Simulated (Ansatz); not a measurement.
A nudged elastic band was laid between two geometries of CH$_{5}$F$_{2}$SbSi (10 atoms, charge 0, multiplicity 1).

These are results of Ansatz 0.2.0, RKS PBE0-D4/def2-SVP, not measurements.

- movable images: 5
- climbing image: yes
- spring: 5.0 eV/Å²
- optimiser: quadratic models (default)
- start path: IDPP
- force threshold: 0.05 eV/Å
- iteration limit: 60
- end points: relaxed

Image 0:

```xyz
10
Properties=species:S:1:pos:R:3
C -1.230 0.312 -0.244
Si 0.485 -0.036 -0.873
F 1.042 1.258 -1.703
Sb 2.010 -0.353 1.200
F 0.735 0.700 2.258
H -1.861 0.759 -1.028
H -1.169 0.993 0.618
H -1.698 -0.625 0.097
H 0.556 -1.202 -1.805
H 1.211 -1.857 1.483
```

Image 6:

```xyz
10
Properties=species:S:1:pos:R:3
C -1.273 0.075 -0.207
Si 0.438 -0.213 -0.875
F 0.755 0.863 -2.064
Sb 2.099 0.245 1.065
F 0.739 1.371 1.922
H -1.263 0.966 0.439
H -1.584 -0.785 0.406
H -2.002 0.213 -1.020
H 0.630 -1.571 -1.467
H 1.545 -1.217 1.802
```

What changes between the two ends?

No bond is made or broken. The dihedral H6–C1–Si2–Sb4 goes from 162 to 41°. The two ends are copies of one structure, up to a mirror image or an exchange of like atoms.

What energy profile does the band end with?

The forces met the threshold. The highest image is number 3 of 0 to 6, 0.049 eV above the ends, which have the same energy within 2 meV. A vibrational analysis at the climbing image gives one clearly imaginary mode, 133i cm⁻¹: a first-order saddle point.

```json
{"image": "0", "path coordinate (Å)": "0.00", "energy (eV)": "0.000", "dihedral H6–C1–Si2–Sb4 (°)": "162"}
{"image": "1", "path coordinate (Å)": "0.58", "energy (eV)": "0.014", "dihedral H6–C1–Si2–Sb4 (°)": "142"}
{"image": "2", "path coordinate (Å)": "1.15", "energy (eV)": "0.039", "dihedral H6–C1–Si2–Sb4 (°)": "121"}
{"image": "3", "path coordinate (Å)": "1.73", "energy (eV)": "0.049", "dihedral H6–C1–Si2–Sb4 (°)": "101"}
{"image": "4", "path coordinate (Å)": "2.36", "energy (eV)": "0.038", "dihedral H6–C1–Si2–Sb4 (°)": "80"}
{"image": "5", "path coordinate (Å)": "2.99", "energy (eV)": "0.012", "dihedral H6–C1–Si2–Sb4 (°)": "59"}
{"image": "6", "path coordinate (Å)": "3.62", "energy (eV)": "0.000", "dihedral H6–C1–Si2–Sb4 (°)": "41"}
```

What is the geometry of the highest image?


```xyz
10
Properties=species:S:1:pos:R:3
C -1.286 0.153 -0.225
Si 0.433 -0.198 -0.861
F 0.790 0.833 -2.079
Sb 2.091 0.220 1.093
F 0.665 1.118 2.100
H -1.588 1.152 -0.577
H -1.286 0.180 0.875
H -2.021 -0.583 -0.582
H 0.612 -1.574 -1.419
H 1.673 -1.350 1.677
```

What are the harmonic wavenumbers there?

133i, 43, 129, 141, 189, 262, 316, 530, 598, 655, 665, 710, 751, 833, 858, 916, 1260, 1415, 1426, 1925, 2221, 3064, 3171, 3185 cm⁻¹.

The run took 2.9 min on 2 threads of AMD EPYC 7B13 (Zen 3) (shared host), peak memory 0.31 GiB.
